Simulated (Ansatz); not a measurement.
Steps of a relaxation of C2H9AlClN, SMILES `[CH3][Al-]([CH3])([NH3+])[Cl]` with RKS PBE-D4/def2-SVP.

```sh
$ ansatz run in.yaml --threads 4 --pin off --events-out ev --progress --plain --max-ram 10444MiB
```

```yaml
crystal:
  periodic: [false, false, false]
  atoms:
    - {symbol: C, position_ang: [-1.614100, 0.763500, 0.325900]}
    - {symbol: Al, position_ang: [0.200600, 0.369300, -0.218200]}
    - {symbol: C, position_ang: [1.196700, -0.203700, 1.373100]}
    - {symbol: N, position_ang: [0.259600, -1.030200, -1.505300]}
    - {symbol: Cl, position_ang: [1.159900, 2.152100, -1.117100]}
    - {symbol: H, position_ang: [-1.651200, 1.644000, 1.060000]}
    - {symbol: H, position_ang: [-2.208000, 1.131400, -0.576500]}
    - {symbol: H, position_ang: [-2.100100, -0.073400, 0.749900]}
    - {symbol: H, position_ang: [1.242700, 0.632300, 2.175500]}
    - {symbol: H, position_ang: [2.272300, -0.448500, 1.114300]}
    - {symbol: H, position_ang: [0.738300, -1.102000, 1.848700]}
    - {symbol: H, position_ang: [-0.245200, -1.880500, -1.072600]}
    - {symbol: H, position_ang: [1.113900, -1.249900, -1.800000]}
    - {symbol: H, position_ang: [-0.378400, -0.733600, -2.329000]}
basis:
  gaussian: {orbitals: def2-SVP}
hamiltonian: {xc: pbe, dispersion: d4}
relax: {f_tol: 0.03, max_steps: 200}
```

Positions (Å) and forces (eV/Å) along the path, 7 of 7 steps:

```xyz
14
step=1 energy=-22810.4997 eV
C    -1.614    0.763    0.326   -0.192    2.519   -1.502
Al    0.201    0.369   -0.218    0.668    2.435    2.046
C     1.197   -0.204    1.373    1.033    0.278    0.461
N     0.260   -1.030   -1.505   -7.634   -0.118    0.370
Cl    1.160    2.152   -1.117   -0.138   -0.554   -0.227
H    -1.651    1.644    1.060    0.217   -0.946   -0.595
H    -2.208    1.131   -0.577    0.098   -0.332    0.713
H    -2.100   -0.073    0.750   -1.128   -1.437    0.872
H     1.243    0.632    2.175   -0.160   -0.957   -1.027
H     2.272   -0.449    1.114   -0.481    0.022    0.381
H     0.738   -1.102    1.849    0.142    0.054    0.103
H    -0.245   -1.881   -1.073    1.066    1.159   -0.728
H     1.114   -1.250   -1.800    5.200   -1.549   -1.980
H    -0.378   -0.734   -2.329    1.308   -0.574    1.114
14
step=2 energy=-22811.3185 eV
C    -1.732    0.780    0.234    0.191    0.698   -0.358
Al    0.196    0.461   -0.080    0.334    0.927    0.546
C     1.320   -0.278    1.388    0.073    0.255    0.128
N     0.222   -0.950   -1.439   -1.836   -0.631   -0.454
Cl    1.174    2.075   -1.233   -0.161   -0.320    0.158
H    -1.756    1.639    0.950   -0.144   -0.201   -0.030
H    -2.336    1.122   -0.649    0.275   -0.167    0.226
H    -2.260   -0.059    0.703   -0.264   -0.330    0.269
H     1.375    0.541    2.154    0.029   -0.277   -0.101
H     2.383   -0.537    1.150   -0.292    0.097   -0.066
H     0.873   -1.158    1.906   -0.001    0.067   -0.024
H    -0.244   -1.794   -1.036    0.439    0.303   -0.245
H     1.144   -1.196   -1.765    0.834   -0.304   -0.381
H    -0.374   -0.676   -2.255    0.522   -0.118    0.333
14
step=3 energy=-22811.4342 eV
C    -1.733    0.801    0.257    0.074    0.098   -0.012
Al    0.201    0.488   -0.048    0.070    0.393    0.280
C     1.318   -0.254    1.414   -0.011    0.058   -0.014
N     0.208   -0.964   -1.463   -0.206   -0.296   -0.125
Cl    1.179    2.044   -1.243   -0.067   -0.140    0.065
H    -1.825    1.661    0.960   -0.040   -0.051   -0.023
H    -2.299    1.095   -0.655    0.034   -0.029    0.020
H    -2.272   -0.046    0.734    0.020   -0.018   -0.006
H     1.422    0.524    2.205    0.009   -0.043   -0.036
H     2.354   -0.526    1.114   -0.043    0.019   -0.022
H     0.872   -1.140    1.919   -0.017    0.003   -0.037
H    -0.240   -1.816   -1.093    0.105   -0.061   -0.027
H     1.153   -1.214   -1.791   -0.035    0.009   -0.017
H    -0.350   -0.682   -2.283    0.106    0.058   -0.045
14
step=4 energy=-22811.4571 eV
C    -1.737    0.822    0.262    0.009   -0.002    0.072
Al    0.199    0.519   -0.016   -0.035    0.043    0.042
C     1.324   -0.245    1.417   -0.008    0.005   -0.001
N     0.195   -0.979   -1.451    0.092   -0.092    0.002
Cl    1.179    2.029   -1.243    0.004   -0.020   -0.014
H    -1.879    1.671    0.968   -0.013   -0.024   -0.031
H    -2.283    1.097   -0.666    0.009    0.002   -0.009
H    -2.265   -0.046    0.718    0.039    0.024   -0.029
H     1.454    0.507    2.226    0.014   -0.012    0.003
H     2.348   -0.520    1.082   -0.013    0.010   -0.006
H     0.876   -1.142    1.898   -0.003    0.003   -0.013
H    -0.238   -1.850   -1.113    0.014   -0.025   -0.001
H     1.150   -1.211   -1.771   -0.104    0.046    0.039
H    -0.335   -0.683   -2.282   -0.005    0.040   -0.054
14
step=5 energy=-22811.4601 eV
C    -1.741    0.830    0.268   -0.005    0.005    0.023
Al    0.193    0.530   -0.004   -0.024   -0.030   -0.008
C     1.324   -0.242    1.417    0.007    0.011    0.012
N     0.192   -0.980   -1.442    0.033   -0.029    0.007
Cl    1.181    2.009   -1.261    0.010    0.013   -0.015
H    -1.906    1.676    0.970   -0.001   -0.007   -0.009
H    -2.276    1.097   -0.669   -0.001    0.002   -0.004
H    -2.260   -0.048    0.714    0.015    0.008   -0.010
H     1.472    0.496    2.235    0.003   -0.009   -0.003
H     2.340   -0.519    1.063    0.003    0.000   -0.001
H     0.875   -1.144    1.889   -0.003   -0.002   -0.002
H    -0.234   -1.862   -1.121   -0.001    0.006   -0.006
H     1.152   -1.197   -1.750   -0.035    0.026    0.019
H    -0.325   -0.676   -2.280    0.000    0.007   -0.001
14
step=6 energy=-22811.4598 eV rejected
C    -1.744    0.837    0.268    0.017   -0.013   -0.065
Al    0.187    0.526   -0.002    0.052    0.072   -0.014
C     1.329   -0.241    1.417   -0.036   -0.034   -0.043
N     0.189   -0.986   -1.435   -0.045    0.057   -0.003
Cl    1.179    2.007   -1.265   -0.024   -0.050    0.016
H    -1.915    1.679    0.972   -0.004    0.006    0.028
H    -2.276    1.105   -0.671    0.017   -0.006    0.014
H    -2.258   -0.048    0.702   -0.036   -0.013    0.031
H     1.478    0.490    2.240    0.000    0.020    0.019
H     2.344   -0.515    1.057   -0.007    0.001    0.000
H     0.880   -1.147    1.881    0.014    0.000    0.009
H    -0.235   -1.871   -1.124    0.012   -0.012   -0.002
H     1.152   -1.188   -1.737    0.046   -0.028    0.001
H    -0.321   -0.677   -2.276   -0.009    0.000    0.007
14
step=7 energy=-22811.4604 eV
C    -1.742    0.831    0.268    0.001    0.003   -0.002
Al    0.191    0.529   -0.004   -0.003   -0.004    0.000
C     1.325   -0.242    1.417    0.000    0.001   -0.001
N     0.191   -0.981   -1.440   -0.002   -0.002    0.000
Cl    1.181    2.006   -1.266    0.000   -0.004   -0.004
H    -1.908    1.676    0.971   -0.003    0.001    0.001
H    -2.276    1.098   -0.669    0.000    0.001    0.001
H    -2.259   -0.048    0.712    0.002   -0.001   -0.001
H     1.473    0.494    2.236    0.002   -0.001    0.002
H     2.340   -0.519    1.061    0.001    0.000    0.000
H     0.875   -1.144    1.888    0.000    0.000   -0.002
H    -0.234   -1.864   -1.123    0.001   -0.001   -0.002
H     1.153   -1.191   -1.745    0.001    0.005    0.005
H    -0.324   -0.674   -2.279    0.002    0.003    0.003
```

Hardware: 4 threads of an Arm Neoverse V1 on a shared host. Wall time 14 s, peak host memory 0.18 GiB.
